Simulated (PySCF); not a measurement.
Computed with B3LYP-D3(BJ)/def2-TZVP // B3LYP-D3(BJ)/def2-SVP (PySCF). All species are isolated molecules in the gas phase. One relaxed conformer stands for a flexible species; it need not be the lowest. B3LYP has the VWN-RPA correlation part, as in Gaussian. Delta-SCF ions had no search for a lower state. Excitations are Tamm–Dancoff values on a coarser integration grid. The basis has no diffuse functions, so Rydberg states are missing or too high.

Reference species (SMILES): `Bc1c(F)cnc2ccccc12` (neutral, multiplicity 1).

| Item | Value |
|---|---|
| vertical ionisation energy (Delta-SCF) | 8.67 eV |
| brightest of the four lowest singlets (TDA) | 3.83 eV |

Changed species: `c1ccnc2c1cc(F)cc2B`.

Problem. What does the change do to the vertical ionisation energy (Delta-SCF) and brightest of the four lowest singlets (TDA)?

Solution. the vertical ionisation energy (Delta-SCF) increases by 0.09 eV, to 8.76 eV; the brightest of the four lowest singlets (TDA) rises by 0.21 eV, to 4.04 eV.
